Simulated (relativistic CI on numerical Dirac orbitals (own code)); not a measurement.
**Fe⁺: from the plainest model towards the measured levels**

Calculated with a relativistic CI code on KLI orbitals (one set per configuration, finite nucleus), adding one ingredient at a time: step 1, Dirac-Coulomb, each configuration alone; step 2, with Breit and QED terms; step 3, with configuration mixing; step 4, with scaled Slater integrals (0.85); step 5, with a P86 correlation estimate; step 6, tied to the ionisation limit. P86 is a density functional for the correlation energy, evaluated here for each configuration and added to its levels. Step 6 is semi-empirical: configurations made of the next ion and one excited electron move by 4956 cm⁻¹, so that their limit matches the tabulated ionisation energy, and those with a non-penetrating f or g electron also take the P86 value of the least penetrating other one.

Configuration list (outside the closed core [Ar]): 3d6 4s, 3d7, 3d5 4s2, 3d6 4p, 3d5 4s 4p, 3d6 4d, 3d6 4f, 3d6 5s, 3d6 5p, 3d6 6s, 3d6 5d, 3d6 6p, 3d6 5f, 3d6 6f, 3d5 4p2, 3d4 4p3.

Computed minus measured energy above the ground level, in cm⁻¹, for 16 of the 118 excited levels that pair in every step (one J of a term; a digit in brackets numbers repeated terms):

| Configuration | Term | J | Measured | Step 1 | Step 2 | Step 3 | Step 4 | Step 5 | Step 6 |
| --- | --- | --- | --- | --- | --- | --- | --- | --- | --- |
| 3d6 4s | a 6D | 7/2 | 385 | -4 | -12 | -13 | -12 | -12 | -12 |
| 3d7 | a 4F | 9/2 | 1873 | 13092 | 12940 | 11740 | 9194 | 5612 | 10516 |
| 3d6 4s | a 4D | 7/2 | 7955 | 3734 | 3736 | 2169 | 722 | 761 | 785 |
| 3d7 | a 4P | 5/2 | 13474 | 17607 | 17470 | 15845 | 11116 | 5887 | 12294 |
| 3d7 | a 2G | 9/2 | 15845 | 15075 | 14902 | 13863 | 9030 | 5509 | 10269 |
| 3d7 | a 2P | 3/2 | 18361 | 17787 | 17670 | 17256 | 11605 | 6634 | 12749 |
| 3d6 4s | b 4P | 5/2 | 20831 | 5001 | 5065 | 3961 | 158 | 1899 | 399 |
| 3d6 4s | a 4H | 13/2 | 21252 | 2572 | 2478 | 2222 | -1257 | -1251 | -1250 |
| 3d6 4p | z 6D° | 9/2 | 38459 | -3219 | -3274 | -3394 | -3190 | -2137 | 2799 |
| 3d6 4p | z 6F° | 11/2 | 41968 | -2785 | -2844 | -2838 | -3220 | -2170 | 2765 |
| 3d6 4p | z 6P° | 7/2 | 42658 | -1464 | -1514 | -3654 | -3550 | -2377 | 2249 |
| 3d6 4p | z 4D° | 7/2 | 44447 | -565 | -621 | -1612 | -2543 | -1468 | 3437 |
| 3d5 4s 4p | z 8P° | 5/2 | 52299 | -16812 | -16659 | -16306 | -10570 | -6790 | -6713 |
| 3d5 4s2 | b 4G | 11/2 | 54232 | -1037 | -955 | -6877 | -7396 | -4419 | -4417 |
| 3d5 4s2 | d 4P | 5/2 | 57411 | 996 | 1237 | -4385 | -6007 | -2775 | -2739 |
| 3d5 4s2 | c 4D | 7/2 | 60270 | 1531 | 1699 | -4198 | -6021 | -3043 | -3040 |

Mean absolute errors in cm⁻¹, over all paired levels and for the configurations:

| Configuration, levels | Step 1 | Step 2 | Step 3 | Step 4 | Step 5 | Step 6 |
| --- | --- | --- | --- | --- | --- | --- |
| all, 118 | 5647 | 5634 | 5650 | 3359 | 2266 | 3012 |
| 3d6 4s, 53 | 6369 | 6353 | 5677 | 854 | 958 | 898 |
| 3d7, 13 | 16181 | 16004 | 14634 | 9914 | 5960 | 11135 |
| 3d6 4p, 39 | 1427 | 1463 | 1884 | 3213 | 2137 | 2754 |
| 3d5 4s 4p, 3 | 16803 | 16660 | 16307 | 10592 | 6811 | 6782 |
| 3d5 4s2, 10 | 1239 | 1298 | 5318 | 6513 | 3541 | 3532 |

Measured levels: NIST Handbook of Basic Atomic Spectroscopic Data (Sansonetti and Martin, J. Phys. Chem. Ref. Data 34, 1559 (2005)).

The mean absolute error is lowest at step 5 (2266 cm⁻¹), and the largest single drop is from step 3 to 4 (5650 to 3359). Terms of the ground configuration are off by 6369 at first, 5677 with mixing and 854 after scaling, which stands in for the correlation that narrows term splittings. The Breit and QED terms change the top of the ground term (measured 977) from 982 to 955. Mixing lowers the ground level by 356; relative to it the configurations that move most are 3d5 4s2 by -5850, 3d7 by -1370, 3d6 4p by -608. The P86 estimate moves 3d7 by -3955, 3d5 4s 4p by +3780, 3d5 4s2 by +2972, and takes the mean absolute error of the excited configurations from 5401 to 3333. Step 6 takes that error from 3333 to 4736; it grows for 3d7. The shift fits the limit, so it does little for low levels whose errors differ from those near the limit.
